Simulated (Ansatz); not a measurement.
Basis-set extrapolation for C$_{2}$Cl$_{2}$F$_{4}$ (`FC(F)(Cl)C(F)(F)Cl`) (PBE0-D4/def2-TZVP geometry, frozen core, Ansatz). Multiplicity 1, RHF reference.

```csv
,def2-TZVPP,def2-QZVPP
HF,-1392.703220,-1392.748624
MP2 correlation,-1.682376,-1.840015
CCSD(T) correlation,-1.776557,not run
```

Energies in hartree. Use E(X) = E(∞) + A·exp(−7.88·√X) for Hartree–Fock and E(X) = E(∞) + B·X^(−2.97) for correlation, with X = 3 and 4, and add CCSD(T) minus MP2 of the smaller set to the MP2 limit.

Problem. What is the CCSD(T) energy at the basis-set limit?

Solution. HF limit: -1392.748624 + (-0.045404) × 0.13774 = -1392.75488. MP2 limit: -1.840015 + (-0.157639) × 0.74074 = -1.95678. Higher-order term: -1.776557 − (-1.682376) = -0.09418. Total: -1394.80584 hartree, 856.1 kJ/mol below CCSD(T)/def2-TZVPP.
